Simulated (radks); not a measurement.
Problem. These are the eigenvalues of the occupied orbitals of an atom or ion with whole-number occupations (eV). Calculated with a radial shooting solver on a logarithmic mesh with Libxc functionals: Dirac Kohn-Sham, PBE, spin-unpolarised, spherical densities, point nucleus.

orbital  eigenvalue
1s1/2     -21961.46
2s1/2     -3187.319
2p1/2     -2947.721
2p3/2     -2816.800
3s1/2     -590.4189
3p1/2     -497.4934
3p3/2     -475.2728
3d3/2     -310.8722
3d5/2     -306.5422
4s1/2     -110.8980
4p1/2      -82.9688
4p3/2      -79.4815
4d3/2      -37.5073
4d5/2      -37.0931

Which element is it, and in what charge state? The configuration may be excited. Open shells, if any, fill j = l - 1/2 first.

Solution. Z = 44, ruthenium, charge +3: Ru3+ in [Kr] 4d5. The list shows which subshells hold electrons but not how many an open one holds; the 1s level, -807.07 hartree, gives Z - s = 40.2 by -(Z - s)^2/2, which with screening and relativity narrows Z to a few neighbours, and the depths of the outer levels then fix element, charge and occupations together.
